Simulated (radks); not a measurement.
Fractional charge and spin in the 5p shell of holmium: the spin-up occupation runs from 2 to 3 and the spin-down occupation from 2 to 3; the fullest corner is Ho2+, [Kr] 4d10 4f(up 5.5, down 5.5) 5s2 5p(up 3, down 3). All-electron calculation, scalar-relativistic Kohn-Sham, r2SCAN, spin-polarised, spherical densities, finite nucleus; meta-GGA in the generalised Kohn-Sham scheme; Fermi nuclear charge, rms radius of each element as measured or else 0.836 A^(1/3) + 0.57 fm. Program: a radial shooting solver on a logarithmic mesh with Libxc functionals. Energy (eV) minus the two flat planes that join the four corners (they meet along the diagonal where the two added fractions sum to one electron); zero is where a piecewise linear energy would lie.

down \ up,2,2.25,2.5,2.75,3
2,0.000,-1.257,-1.674,-1.253,0.000
2.25,-1.257,-1.581,-1.075,0.257,-1.184
2.5,-1.674,-1.075,0.343,-1.019,-1.574
2.75,-1.253,0.257,-1.019,-1.494,-1.177
3,0.000,-1.184,-1.574,-1.177,0.000

Corners above the fullest one (they belong to Ho3+ and the next ion): (up 3, down 2) 47.111 eV, (up 2, down 3) 47.111 eV, (up 2, down 2) 108.60 eV. With half an added electron in each spin the energy lies 0.343 eV from the planes, and with half an added electron in spin up alone -1.674 eV. The planes are only a guide here: the flat-plane condition holds for ground states with one frontier orbital, while this shell lies below other occupied shells, so the corners above the fullest one are inner-hole states and not the ground states of those ions.
